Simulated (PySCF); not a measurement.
H₂ClGaO₂ (SMILES [OH][Ga]([OH])[Cl]), singlet, at a GFN2-xTB geometry (such geometries of metal compounds can be far from the true shape). Base run: PySCF with DF-R2SCAN/def2-SV(P).

Here is a job for PySCF.
```python
from pyscf import gto, scf, dft

mol = gto.Mole()
mol.atom = '''
    Ga    0.181054    0.198076   -0.017166
    Cl   -1.301342   -1.251377    0.021161
    O     0.065807    1.661825   -0.949326
    H     0.818744    2.252834   -0.882662
    O     1.664798    0.038324    0.899835
    H     1.846557   -0.720991    1.450985
'''
mol.basis = 'def2-sv(p)'
mol.charge = 0
mol.spin = 0
mol.verbose = 4
mol.max_memory = 1800
mol.build()

mf = dft.RKS(mol)
mf.xc = 'r2scan'
mf = mf.density_fit(auxbasis='def2-universal-jkfit')
mf.kernel()
```

All variants below ran on the same shared machine, one core each. Differences are taken from the largest basis of the def2 family in the series, which isn't the basis-set limit (def2-QZVPP: -7.862 eV). The cheapest run took around 19 core-seconds (rough).

| setting | basis functions | cost, times the cheapest (rough) | difference in HOMO energy (eV) |
|---|---|---|---|
| def2-SVP | 88 | 1 | 0.349 |
| def2-SV(P) | 82 | 1 | 0.346 |
| def2-TZVP | 159 | 2 | 0.075 |
| def2-TZVPP | 180 | 2 | 0.069 |
| def2-QZVP | 319 | 5 | 0.003 |
| def2-QZVPP | 333 | 5 | reference |

Times come from a shared machine, hold the start-up and are rough.
